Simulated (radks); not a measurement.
Isoelectronic series with 5 electrons, all held in the configuration [He] 2s2 2p1, which need not be the ground one along the series. Method: non-relativistic Kohn-Sham, BLYP, spin-polarised, spherical densities, point nucleus; open shells are filled with parallel spins first; computed with a radial shooting solver on a logarithmic mesh with Libxc functionals. Total energies (hartree) and screening constants sigma, defined by e = -(Z - sigma)^2 / (2 n^2) hartree (* marks an orbital that is empty in some or all of the ions):

ion    E (hartree)  2p down*  2p up  2s down  2s up  1s down
B        -24.64575     4.069  3.932    3.410  3.311    1.356
C+       -37.41826     3.829  3.720    3.311  3.217    1.396
N2+      -52.94775     3.737  3.633    3.256  3.165    1.419
O3+      -71.23032     3.685  3.583    3.221  3.132    1.435
F4+      -92.26453     3.651  3.549    3.197  3.109    1.446
Ne5+    -116.04971     3.627  3.526    3.180  3.093    1.454
Mg7+    -171.87171     3.595  3.494    3.155  3.070    1.465
Al8+    -203.90822     3.583  3.483    3.146  3.062    1.469
Si9+    -238.69493     3.574  3.474    3.139  3.055    1.473
P10+    -276.23180     3.566  3.466    3.133  3.049    1.476
S11+    -316.51880     3.560  3.460    3.128  3.044    1.478
Cl12+   -359.55589     3.554  3.454    3.123  3.040    1.480
Ar13+   -405.34307     3.549  3.450    3.119  3.036    1.482
K14+    -453.88030     3.545  3.445    3.116  3.033    1.484
Ca15+   -505.16759     3.541  3.442    3.113  3.030    1.485
Sc16+   -559.20492     3.538  3.438    3.110  3.028    1.486
Ti17+   -615.99228     3.535  3.435    3.107  3.026    1.488
V18+    -675.52968     3.532  3.433    3.105  3.024    1.489
Cr19+   -737.81711     3.529  3.430    3.103  3.022    1.490
Mn20+   -802.85456     3.527  3.428    3.101  3.020    1.491
Fe21+   -870.64203     3.525  3.426    3.099  3.019    1.491
